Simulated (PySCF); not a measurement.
## Vertical excitation energies

Compound: CH₃NOSi.
Bonds: N1–C2 (triple), C2–Si3, Si3–O4. Hydrogens: H5, H6 on Si3; H7 on O4.

Theory: TDDFT PBE0/def2-SVPD, vertical, gas phase, core orbitals frozen in the response (PySCF 2.14.0, density-fitted response routines). Geometry: PBE0-D3(BJ)/def2-SVP, one conformer, isolated molecule. Torsions of this conformer, `[N:1]#[C:2][SiH2:3][OH:4]`: H–O4–Si3–C2 58°.

```csv
state,E (eV),E (kJ/mol),λ (nm),f,"main configurations (H = HOMO, L = LUMO)"
S1,6.67,643,185.9,0.0015,"H→L (75%), H-1→L (10%)"
S2,7.07,683,175.3,0.0056,"H-1→L (64%), H→L (17%)"
S3,7.25,699,171.1,0.0073,"H-2→L (60%), H→L+1 (20%)"
S4,7.39,713,167.9,0.0005,"H-2→L+1 (48%), H-1→L+1 (33%)"
S5,7.66,739,161.8,0.0003,H-3→L (85%)
S6,7.90,763,156.9,0.0089,"H-2→L+1 (36%), H-1→L+1 (26%), H→L+1 (26%)"
S7,8.30,801,149.4,0.064,H-4→L (74%)
S8,8.41,811,147.5,0.053,"H-3→L+1 (54%), H→L+1 (25%), H-4→L (12%)"
S9,8.74,843,141.9,0.0089,H→L+2 (91%)
S10,8.92,861,139.0,0.156,"H-2→L (13%), H-5→L (12%), H-1→L+2 (12%)"
```

Triplets (Tamm–Dancoff): T1 5.63 eV, H-2→L (34%), H-1→L (15%), H→L+1 (13%); T2 6.08 eV, H→L (44%), H-1→L (16%), H-2→L+1 (13%); T3 6.18 eV, H→L+1 (30%), H-1→L+1 (18%), H-2→L (15%); T4 6.45 eV, H-1→L (29%), H-2→L (27%), H→L (15%).

The lowest singlet comes at 186 nm (643 kJ/mol) in the vacuum ultraviolet; it is very weak; its leading configuration is HOMO→LUMO (75%). The most intense listed level is S10 at 8.92 eV (139 nm, f = 0.156), 2.25 eV above S1. It is the last of those listed, so stronger ones may follow. Löwdin shares by element: HOMO oxygen 24%, silicon 19%, nitrogen 18%, hydrogen 17% or more (atoms not listed hold the other 23%); LUMO silicon 28%, carbon 22%, nitrogen 20%, oxygen 14% (atoms not listed hold the other 17%). Weighted by f, the mean energy of these states is 8.58 eV. The oscillator strengths of these states sum to 0.307; summed over the whole spectrum of an exact calculation they would give the number of electrons, 38 (Thomas–Reiche–Kuhn). Of the 10 states listed, 3 reach f = 0.01 and 2 stay under 0.0005. The vertical ionisation energy (ΔSCF) is 11.85 eV, 2.93 eV above S10. Only the lowest 10 singlets were computed, as vertical energies without vibronic structure.
